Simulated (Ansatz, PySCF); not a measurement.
Al₂ (SMILES [Al][Al]), triplet, geometry from GFN2-xTB (such geometries of metal compounds can be far from the true shape). Base run: CASSCF(6,5)/STO-3G run with PySCF.

Input for PySCF:
```python
from pyscf import gto, scf, mcscf
import numpy

mol = gto.M(
    atom='''
Al   -0.00000000   -0.00000000   -1.25283009
Al    0.00000000    0.00000000    1.25283009
''',
    basis='sto-3g',
    spin=2,
    verbose=4,
)

mf = scf.ROHF(mol)
mf.kernel()
mc = mcscf.CASSCF(mf, 5, 6)
mc.fix_spin_(ss=2.0)
mc.kernel()
occ = numpy.linalg.eigvalsh(mc.fcisolver.make_rdm1(mc.ci, mc.ncas, mc.nelecas))[::-1]
ss = mc.fcisolver.spin_square(mc.ci, mc.ncas, mc.nelecas)[0]
print('natural occupations', occ.round(4), ' <S^2>', round(ss, 4))
```

Programs used: Ansatz (a quantum-chemistry and plane-wave program), PySCF; a row that names a program was run with it.

Variants of this job, named by their change:

| change | ΔE vs base (mEh) | natural occupations | <S^2> of the state |
|---|---|---|---|
| base | 0.000 | 1.99 1.99 1.00 1.00 0.01 | 2.00 |
| active space = 8 electrons, 6 orbitals | -0.192 | 2.00 1.99 1.99 1.00 1.00 0.01 | 2.00 |
| orbitals = fixed (CASCI) | 0.006 | 1.99 1.99 1.00 1.00 0.01 | 2.00 |
| active space = 10 electrons, 8 orbitals | -30.704 | 2.00 2.00 1.98 1.91 1.05 0.96 0.08 0.01 | 2.00 |
| code = ansatz; correction = SC-NEVPT2, all electrons | -60.723 | - | - |
| fix_spin_ = off | 0.000 | 1.99 1.99 1.00 1.00 0.01 | 2.00 |
| active space = 8 electrons, 7 orbitals | -30.394 | 2.00 1.98 1.91 1.05 0.96 0.08 0.01 | 2.00 |
| conv_tol = 1e-5 | 0.000 | 1.99 1.99 1.00 1.00 0.01 | 2.00 |
| correction = SC-NEVPT2 | -58.038 | 1.99 1.99 1.00 1.00 0.01 | 2.00 |
| code = ansatz | -24.880 | - | - |
| solver = newton | 0.000 | 1.99 1.99 1.00 1.00 0.01 | 2.00 |

Active orbitals are taken around the Fermi level unless the row says otherwise; CASSCF can end in different local minima, and two programs can end on different orbitals. State-averaged rows give the lowest state.

Open shells are given as the SCF converged; they aren't shown to be the lowest states, and a large step between rows can be another state.
